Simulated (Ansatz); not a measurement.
In(F)(Br)(NH2) (BrFH2InN), SMILES [F][In]([Br])[NH2].

Coordinates come from a PBE0-D3(BJ)/def2-SVP optimisation. The structure was generated by enumeration; whether it is a known compound was not checked. The def2 effective core potentials stand for the cores of In; spin–orbit coupling is left out. The values are those of a single conformer.

Two levels are set side by side: PBE/def2-SVPD (Ansatz, a first-principles code) and CAM-B3LYP/def2-SVPD (Ansatz). Energy differences of separate SCF runs at the same geometry; the states with an electron removed or added have multiplicity 2 and 2. Differences are taken from unrounded values.

| quantity | PBE |
|---|---|
| vertical ionisation energy (eV) | 9.91 |
| vertical electron affinity (eV) | 0.90 |
| vertical singlet–triplet gap (eV) | 3.70 |

These are the PBE values. What does CAM-B3LYP give? (The exact figures need the calculation; the answer reports its results.)


| quantity | CAM-B3LYP | PBE minus CAM-B3LYP |
|---|---|---|
| vertical ionisation energy (eV) | 10.48 | -0.57 |
| vertical electron affinity (eV) | 0.84 | 0.07 |
| vertical singlet–triplet gap (eV) | 4.19 | -0.49 |
